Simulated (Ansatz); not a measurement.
This singlet lies 2.24 eV below the relaxed triplet at the level frozen-core CCSD(T)/cc-pVTZ // PBE0-D3(BJ)/def2-TZVP (Ansatz, a quantum-chemistry and plane-wave program).

These are PBE0-D3(BJ)/def2-TZVP run with Ansatz values and carry that method's errors. No frequencies were computed at this level.

Ansatz 0.2 input:
```yaml
crystal:
  periodic: [false, false, false]
  atoms:
    - { symbol: N, position_ang: [-1.207444, 0.011178, 0.052048] }
    - { symbol: Si, position_ang: [0.151333, -1.01558, 0.004228] }
    - { symbol: S, position_ang: [1.67429, 0.576132, -0.076257] }
    - { symbol: H, position_ang: [-1.163083, 1.020492, 0.040312] }
    - { symbol: H, position_ang: [-2.15278, -0.328135, 0.095792] }
    - { symbol: H, position_ang: [2.697685, -0.264088, -0.116123] }
basis:
  gaussian: { orbitals: def2-tzvp }
hamiltonian:
  xc: pbe0
  dispersion: d3bj
relax:
  max_steps: 150
```

Output:

```
Functional definition: PBE0
826 factors; their error is unknown
mean field evaluation 1: about -20238.4033 eV, gradient 5.9e1 eV
mean field evaluation 2: about -20220.6862 eV, gradient 9.7e1 eV
mean field evaluation 4: about -20245.0668 eV, gradient 4.9e0 eV
mean field evaluation 8: about -20245.1843 eV, gradient 2.2e-1 eV
mean field evaluation 16: about -20245.1844 eV, gradient 1.9e-5 eV
mean field -20245.18437616 eV, -743.9968031452 hartree, gradient 1.9e-5 eV, S^2 0.000000; 0 other end points of the search recorded, 0 dependent functions left out
reference -20245.18439962 eV, -743.9968040070 hartree; 20, 20 occupied and 103, 103 virtual orbitals, 826 factors
relax step   1: F+E_penalty+E_count = -20245.30276302 eV  Δ(F+E_penalty+E_count) = +0.000e0 eV  max|allowed force component| = 7.201e-1 eV/Å  Δτ_max = 0.0000 Å  (26 SCF iters, accepted)
these checks for a lower state are left out or cut short: starts, cluster_reference, orbital_swaps, neighbouring_geometries, increment
826 factors; their error is unknown
mean field -20245.19787581 eV, -743.9972992480 hartree, gradient 1.0e-5 eV, S^2 0.000000; 0 other end points of the search recorded, 0 dependent functions left out
reference -20245.19789932 eV, -743.9973001119 hartree; 20, 20 occupied and 103, 103 virtual orbitals, 826 factors
relax step   2: F+E_penalty+E_count = -20245.31667950 eV  Δ(F+E_penalty+E_count) = -1.392e-2 eV  max|allowed force component| = 2.159e-1 eV/Å  Δτ_max = 0.0506 Å  (31 SCF iters, accepted)
these checks for a lower state are left out or cut short: starts, cluster_reference, orbital_swaps, neighbouring_geometries, increment
826 factors; their error is unknown
mean field -20245.20296095 eV, -743.9974861234 hartree, gradient 1.0e-5 eV, S^2 0.000000; 0 other end points of the search recorded, 0 dependent functions left out
reference -20245.20298434 eV, -743.9974869830 hartree; 20, 20 occupied and 103, 103 virtual orbitals, 826 factors
relax step   3: F+E_penalty+E_count = -20245.32174625 eV  Δ(F+E_penalty+E_count) = -5.067e-3 eV  max|allowed force component| = 1.346e-1 eV/Å  Δτ_max = 0.0305 Å  (31 SCF iters, accepted)
these checks for a lower state are left out or cut short: starts, cluster_reference, orbital_swaps, neighbouring_geometries, increment
826 factors; their error is unknown
mean field evaluation 32: about -20245.1441 eV, gradient 4.2e-3 eV
mean field -20245.20450353 eV, -743.9975428121 hartree, gradient 9.8e-6 eV, S^2 0.000000; 0 other end points of the search recorded, 0 dependent functions left out
reference -20245.20452694 eV, -743.9975436724 hartree; 20, 20 occupied and 103, 103 virtual orbitals, 826 factors
relax step   4: F+E_penalty+E_count = -20245.32299886 eV  Δ(F+E_penalty+E_count) = -1.253e-3 eV  max|allowed force component| = 1.363e-1 eV/Å  Δτ_max = 0.0275 Å  (30 SCF iters, accepted)
these checks for a lower state are left out or cut short: starts, cluster_reference, orbital_swaps, neighbouring_geometries, increment
826 factors; their error is unknown
mean field -20245.20390477 eV, -743.9975208083 hartree, gradient 9.7e-6 eV, S^2 0.000000; 0 other end points of the search recorded, 0 dependent functions left out
reference -20245.20392820 eV, -743.9975216691 hartree; 20, 20 occupied and 103, 103 virtual orbitals, 826 factors
relax step   5: F+E_penalty+E_count = -20245.32247594 eV  Δ(F+E_penalty+E_count) = +5.229e-4 eV  max|allowed force component| = 2.857e-1 eV/Å  Δτ_max = 0.0298 Å  (30 SCF iters, rejected (line search))
these checks for a lower state are left out or cut short: starts, cluster_reference, orbital_swaps, neighbouring_geometries, increment
826 factors; their error is unknown
mean field -20245.20564977 eV, -743.9975849357 hartree, gradient 9.8e-6 eV, S^2 0.000000; 0 other end points of the search recorded, 0 dependent functions left out
reference -20245.20567317 eV, -743.9975857959 hartree; 20, 20 occupied and 103, 103 virtual orbitals, 826 factors
relax step   6: F+E_penalty+E_count = -20245.32420543 eV  Δ(F+E_penalty+E_count) = -1.207e-3 eV  max|allowed force component| = 7.936e-2 eV/Å  Δτ_max = 0.0097 Å  (30 SCF iters, accepted)
these checks for a lower state are left out or cut short: starts, cluster_reference, orbital_swaps, neighbouring_geometries, increment
826 factors; their error is unknown
mean field -20245.20596853 eV, -743.9975966501 hartree, gradient 9.8e-6 eV, S^2 0.000000; 0 other end points of the search recorded, 0 dependent functions left out
reference -20245.20599195 eV, -743.9975975108 hartree; 20, 20 occupied and 103, 103 virtual orbitals, 826 factors
relax step   7: F+E_penalty+E_count = -20245.32450982 eV  Δ(F+E_penalty+E_count) = -3.044e-4 eV  max|allowed force component| = 6.954e-3 eV/Å  Δτ_max = 0.0073 Å  (31 SCF iters, accepted)
826 factors; their error is unknown
mean field evaluation 64: about -20245.0925 eV, gradient 4.8e0 eV
mean field -20245.20596853 eV, -743.9975966501 hartree, gradient 3.5e-5 eV, S^2 0.000000; 1 other end points of the search recorded, 0 dependent functions left out
reference -20245.20599195 eV, -743.9975975108 hartree; 20, 20 occupied and 103, 103 virtual orbitals, 826 factors
Total energy: -20245.32453324 eV, -744.0019538226 hartree
Atom 0 at    -1.195960     0.035149     0.051580 Å, force    -0.001293     0.000578    -0.000481 eV/Å
Atom 1 at     0.171463    -0.987252     0.001904 Å, force     0.000445    -0.000441     0.000091 eV/Å
Atom 2 at     1.668500     0.568548    -0.076370 Å, force     0.000484    -0.001245    -0.000756 eV/Å
Atom 3 at    -1.214326     1.044042     0.042231 Å, force    -0.004453    -0.006830     0.000926 eV/Å
Atom 4 at    -2.121152    -0.362049     0.095264 Å, force     0.005679     0.006954    -0.000323 eV/Å
Atom 5 at     2.691475    -0.298440    -0.114608 Å, force    -0.000862     0.000982     0.000543 eV/Å
Dipole moment:    -0.310086     0.047852     0.012422 e Å
```

Cost: roughly 27 core-seconds.
